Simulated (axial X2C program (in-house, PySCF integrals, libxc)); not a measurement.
**Excited states of InF by EOM-EE-CCSD**

Computed with an axial X2C code built on PySCF integrals: two-component X2C with atomic mean-field Coulomb and Gaunt terms, Gaussian nuclei, basis In dyall-acv3z, F dyall-av3z with contracted cores.

R = 1.996 Å (near the PBE0 minimum at charge 0 of the determinant lowest at the starting distance; the state shown can have its own minimum elsewhere).

Hartree–Fock spinors of InF (one of each Kramers pair; a window near the gap, which can cut inner shells):

| ω | occupied | ε (eV) | character |
| --- | --- | --- | --- |
| 3/2 | yes | -27.48 | 99% In d |
| 1/2 | yes | -27.42 | 97% In d |
| 1/2 | yes | -15.73 | 84% F p, 10% In s, 2% In d |
| 1/2 | yes | -14.71 | 94% F p, 2% In f, 2% In d |
| 3/2 | yes | -14.67 | 94% F p, 2% In f, 2% In d |
| 1/2 | yes | -9.58 | 66% In s, 16% In p, 13% F p |
| 1/2 | no | 0.23 | 92% In p, 4% F p, 3% In d |
| 3/2 | no | 0.27 | 92% In p, 4% F p, 3% In d |
| 1/2 | no | 0.58 | 84% In p, 15% In s |
| 1/2 | no | 0.88 | 79% In s, 15% In p, 4% In d |
| 1/2 | no | 1.06 | 93% In p, 3% F p, 2% In d |
| 3/2 | no | 1.12 | 92% In p, 4% F p, 3% In d |

Vertical excitation energies from the closed-shell determinant state of InF:

```json
{"Ω": "0⁻", "excitation (eV)": "3.433", "cm⁻¹": "27691", "hole of the leading pair": "66% In sσ, 15% In pσ, 13% F pσ", "particle of the leading pair": "87% In pπ, 6% F pπ", "weight of the pair (for Ω = 0 its time-reversed partner can hold as much again)": "0.49", "singles weight": "0.98"}
{"Ω": "0⁺", "excitation (eV)": "3.435", "cm⁻¹": "27708", "hole of the leading pair": "66% In sσ, 15% In pσ, 13% F pσ", "particle of the leading pair": "87% In pπ, 6% F pπ", "weight of the pair (for Ω = 0 its time-reversed partner can hold as much again)": "0.49", "singles weight": "0.98"}
{"Ω": "1", "excitation (eV)": "3.532", "cm⁻¹": "28489", "hole of the leading pair": "66% In sσ, 15% In pσ, 14% F pσ", "particle of the leading pair": "87% In pπ, 6% F pπ", "weight of the pair (for Ω = 0 its time-reversed partner can hold as much again)": "0.53", "singles weight": "0.98"}
{"Ω": "2", "excitation (eV)": "3.639", "cm⁻¹": "29348", "hole of the leading pair": "66% In sσ, 15% In pσ, 13% F pσ", "particle of the leading pair": "87% In pπ", "weight of the pair (for Ω = 0 its time-reversed partner can hold as much again)": "0.98", "singles weight": "0.98"}
{"Ω": "1", "excitation (eV)": "5.360", "cm⁻¹": "43231", "hole of the leading pair": "55% In sσ, 24% F pσ, 17% In pσ", "particle of the leading pair": "87% In pπ, 8% F pπ", "weight of the pair (for Ω = 0 its time-reversed partner can hold as much again)": "0.50", "singles weight": "0.94"}
{"Ω": "0⁻", "excitation (eV)": "5.728", "cm⁻¹": "46203", "hole of the leading pair": "61% In sσ, 18% F pσ, 16% In pσ", "particle of the leading pair": "64% In pσ, 21% In dσ, 7% F sσ", "weight of the pair (for Ω = 0 its time-reversed partner can hold as much again)": "0.48", "singles weight": "0.97"}
{"Ω": "1", "excitation (eV)": "5.731", "cm⁻¹": "46223", "hole of the leading pair": "61% In sσ, 18% F pσ, 16% In pσ", "particle of the leading pair": "64% In pσ, 21% In dσ, 7% F sσ", "weight of the pair (for Ω = 0 its time-reversed partner can hold as much again)": "0.96", "singles weight": "0.97"}
{"Ω": "0⁺", "excitation (eV)": "6.788", "cm⁻¹": "54746", "hole of the leading pair": "59% In sσ, 20% F pσ, 16% In pσ", "particle of the leading pair": "74% In pσ, 14% In dσ", "weight of the pair (for Ω = 0 its time-reversed partner can hold as much again)": "0.45", "singles weight": "0.95"}
{"Ω": "1", "excitation (eV)": "6.959", "cm⁻¹": "56126", "hole of the leading pair": "61% In sσ, 17% F pσ, 16% In pσ", "particle of the leading pair": "85% In sσ, 11% In pσ", "weight of the pair (for Ω = 0 its time-reversed partner can hold as much again)": "0.96", "singles weight": "0.97"}
{"Ω": "0⁻", "excitation (eV)": "6.959", "cm⁻¹": "56126", "hole of the leading pair": "61% In sσ, 17% F pσ, 16% In pσ", "particle of the leading pair": "85% In sσ, 11% In pσ", "weight of the pair (for Ω = 0 its time-reversed partner can hold as much again)": "0.48", "singles weight": "0.97"}
```

This point took 41 s on 1 thread of Intel(R) Xeon(R) Processor @ 2.30GHz (shared host).

Reference electrons by ω block (each with its −ω partner): 1/2: 19, 3/2: 8, 5/2: 2. 10 electrons of InF correlated (inner shells frozen), 88 natural virtual spinors (a truncated set); levels can be off by some tenths of an eV. Roots sought by Ω: (0: 5, 1: 4, 2: 3, 3: 1); the list ends where they run out and leaves out roots under 60 % singles weight. The solver can skip a root, and states that need a further excitation, which the method places far too high, are missing though they may lie low or lowest. T1 of the reference 0.019 (Lee–Taylor). Number of frozen shells: In 4 s, 3 p, 2 d; F 1 s.
